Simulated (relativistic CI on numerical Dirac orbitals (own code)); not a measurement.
## Hyperfine structure of Ga25+, mass number 71

Calculated at this level of theory: Dirac-Coulomb-Breit CI, separate exchange-only KLI orbitals for each configuration, a model potential for QED, unscaled Slater integrals (own radial code, finite nucleus).

Configuration list (outside the closed core 1s2): 2s2 2p2, 2s 2p3, 2p4, 2p3 3s, 2p3 3p, 2p3 3d, 2s2 2p 3s, 2s2 2p 3p, 2s2 2p 3d, 2s 2p2 3s, 2s 2p2 3p, 2s 2p2 3d, 2s2 2p 4s, 2s2 2p 4p, 2s2 2p 4d, 2s2 2p 4f. Levels of other configurations are missing.

Nuclear spin I = 3/2, μ = 2.56033 μN, Q = 0.107 b (tables of Stone and Pyykkö). The electronic factors are computed for point nuclear moments, without core polarisation or the Bohr-Weisskopf and QED corrections.

```json
{"Level": "2s2 2p2 3P_1", "E (cm⁻¹)": "186469", "A (GHz)": "-7.1", "B (GHz)": "5.03"}
{"Level": "2s2 2p2 3P_2", "E (cm⁻¹)": "251898", "A (GHz)": "168.7", "B (GHz)": "1.78"}
{"Level": "2s2 2p2 1D_2", "E (cm⁻¹)": "493052", "A (GHz)": "105", "B (GHz)": "8.22"}
{"Level": "2s 2p3 5S°_2", "E (cm⁻¹)": "762709", "A (GHz)": "390.7", "B (GHz)": "1.03"}
{"Level": "2s 2p3 3D°_1", "E (cm⁻¹)": "1102047", "A (GHz)": "-188.1", "B (GHz)": "9.1"}
{"Level": "2s 2p3 3D°_2", "E (cm⁻¹)": "1125780", "A (GHz)": "314.5", "B (GHz)": "13.8"}
{"Level": "2s 2p3 3D°_3", "E (cm⁻¹)": "1196870", "A (GHz)": "389.4", "B (GHz)": "-0.0521"}
{"Level": "2s 2p3 3P°_1", "E (cm⁻¹)": "1363176", "A (GHz)": "358.4", "B (GHz)": "-9.3"}
```

Levels with J = 0, under 50 % of one LS term, or S terms without an open s electron are left out. Small factors come from cancelling terms and can be off by tens of per cent or more.

At this charge energies of transitions that change n are usually good to better than 1 %, and those within a shell (Δn = 0) to a few per cent.

Task: Give the hyperfine levels of 2s2 2p2 3P_2 relative to its centre of gravity.

Result: With K = F(F + 1) − I(I + 1) − J(J + 1), E = AK/2 + B[¾K(K + 1) − I(I + 1)J(J + 1)]/[2I(2I − 1)J(2J − 1)]: F = 1/2: -757.7, F = 3/2: -506.2, F = 5/2: -85.48, F = 7/2: 506.6 GHz.

LS names give the leading component of a level, which can be under half, so a name can repeat, a term be missing and a line seem to break the LS rules.
